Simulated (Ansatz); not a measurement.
Reaction (ligand exchange at a B–N bond): `BN[SiH2][SiH3]` + `OB[SiH3]` → `BOB[SiH3]` + `N[SiH2][SiH3]`

Program: Ansatz. Geometries: PBE0-D4/def2-TZVP. ΔE: electronic, gas phase. CCSD(T)/CBS adds triple-zeta CCSD(T) − MP2 to the extrapolated MP2 energy (def2 sets, frozen cores). This one scheme is used for every species. Functionals use def2-TZVPP. One conformer a species, not always the lowest.

CCSD(T)/CBS gives +0.34 eV.

(1) Another level gave +0.34 eV. Which?
A. PBE-D4/def2-TZVPP
B. ωB97X-V/def2-TZVPP
C. r2SCAN-D4/def2-TZVPP
D. BHLYP-D4/def2-TZVPP

Largest T1 diagnostic among the species: 0.014.

Results:

(1) B. ωB97X-V 0.34, r2SCAN-D4 0.39, PBE-D4 0.46, BHLYP-D4 0.29 eV.

At CCSD(T), def2-SVP lies +0.12 eV from the extrapolated value and def2-TZVPP +0.02 eV. In def2-TZVPP, CCSD(T) changes the Hartree–Fock value by +0.22 eV (the triples alone add +0.03 eV) and MP2 by +0.21 eV.
